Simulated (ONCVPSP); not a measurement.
## Before and after: ONCV potential for nickel

```json
{"Element": "nickel (Ni)", "Generator": "ONCVPSP 4.0.1", "Type": "optimised norm-conserving Vanderbilt (ONCV)", "Functional": "Wu-Cohen", "Relativity": "scalar-relativistic", "Frozen core": "[Ne]", "Valence charge": "18", "Reference configuration": "3s2 3p6 3d8 4s2", "Partial waves": "3s+4s: rc 1.05 bohr, ncon 4, nbas 9, qcut 13 1/bohr, 2 projectors; 3p: rc 1.00 bohr, ncon 3, nbas 6, qcut 13.2 1/bohr, 2 projectors, debl 1.1 Ha; 3d: rc 0.90 bohr, ncon 4, nbas 9, qcut 14.4 1/bohr, local", "Local potential": "the d channel", "Core correction": "Teter function, fcfact 2.5, rcfact 1"}
```

In the p channel the program set the typed energies aside and used -2.620, 0.250 Ha.

All-electron outer shells of the reference configuration (Wu-Cohen, scalar-relativistic, ld1.x):

```csv
shell,level (eV),outermost node (bohr),outermost maximum (bohr)
2p,-844.73,–,0.16
3s,-110.84,0.30,0.64
3p,-71.31,0.27,0.65
3d,-8.91,–,0.63
4s,-5.68,0.92,2.24
```

Change: all radii but the core radius scaled by about 1.32 (s 1.38, p 1.32, d 1.18 bohr).

Cutoffs: the cutoffs (Ha) at which the residual kinetic energy of the hardest occupied pseudo-wave falls to 1 and 0.1 mHa per electron; they do not see the model core or the augmentation charge, which bear on the density cutoff. Errors are all-electron minus pseudo energies relative to the spin-unpolarised reference configuration.

Predict the effect on cutoff, ghosts and configuration errors.

The potential gets softer (94 Ha and 136 Ha → 76 Ha and 86 Ha); both files keep a bound ghost (s); of the 4 tests that both files solve, the error grows in 3 and shrinks in 0 by more than 15 % and 0.3 meV (median size 0.7 → 1.4 meV). A larger radius leaves more room for a smooth pseudo-wave, so fewer plane waves are needed. More of the atom is replaced by a form fitted at one configuration, so other configurations suffer.

```tsv
quantity	base	changed
cutoff, loose	94 Ha	76 Ha
cutoff, tight	136 Ha	86 Ha
loose cutoff by channel	s 57 Ha, p 40 Ha, d 94 Ha	s 42 Ha, p 41 Ha, d 76 Ha
bound ghosts	s	s
GHOST(+) flags under 300 eV	none	none
error for 3s2 3p6 3d8 4s1, meV [ΔE 9.36 eV]	-0.3	-0.5
error for 3s2 3p6 3d8 4s0, meV [ΔE 26.61 eV]	+0.3	+0.9
error for 3s2 3p6 3d7 4s0, meV [ΔE 64.08 eV]	-15	-36
error for 3s2 3p6 3d8.5 4s1.5, meV [ΔE -1.18 eV]	-1.0	-1.9
rms error of d²Exc/dni dnj with the model core, mHa	1.77	1.57
```

 A true bound ghost makes a file unfit for plane-wave use even where its test errors are small: the radial tests pick states by their node count and pass the ghost by.
